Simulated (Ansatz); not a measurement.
`[NH2][Ge]([F])([F])[F]` and `N[Si](F)(F)F` differ in one element.

Ansatz, PBE0-D4/def2-TZVP geometries, multiplicity 1. Each molecule was computed in one conformer, which needn't be the lowest.

Scalar relativity is left out up to krypton.

| property | `[NH2][Ge]([F])([F])[F]` |
| --- | --- |
| LUMO energy (ωB97M-V/def2-TZVPP) / eV | 1.12 |
| size of the dipole moment (PBE/def2-TZVPP) / D | 3.23 |
| HOMO energy (B3LYP/def2-TZVPP) / eV | -8.80 |
| size of the dipole moment (ωB97M-V/def2-TZVPP) / D | 3.31 |
| ideal-gas entropy at 298 K and 1 bar (rigid rotor, harmonic PBE0-D4/def2-TZVP) / J/(mol·K) | 344 |
| HOMO energy (PBE/def2-TZVPP) / eV | -7.45 |

(1) What does the change do to each property? (Best estimate.)

## Answers

(1) Ansatz gave: 
```csv
property,`N[Si](F)(F)F`,shift
LUMO energy (ωB97M-V/def2-TZVPP) / eV,1.93,0.81
size of the dipole moment (PBE/def2-TZVPP) / D,2.77,-0.46
HOMO energy (B3LYP/def2-TZVPP) / eV,-8.38,0.42
size of the dipole moment (ωB97M-V/def2-TZVPP) / D,2.82,-0.49
"ideal-gas entropy at 298 K and 1 bar (rigid rotor, harmonic PBE0-D4/def2-TZVP) / J/(mol·K)",327,-17
HOMO energy (PBE/def2-TZVPP) / eV,-7.06,0.39
```

With PBE0 the HOMO rises by 0.41 eV and the LUMO rises by 1.19 eV, so the gap widens by about 0.78 eV. PBE moves the HOMO by 0.39 eV and ωB97M-V by 0.41 eV. Dipoles are sizes alone; their direction can turn.

B3LYP here is the variant with VWN-RPA as its local correlation; programs differ in this.
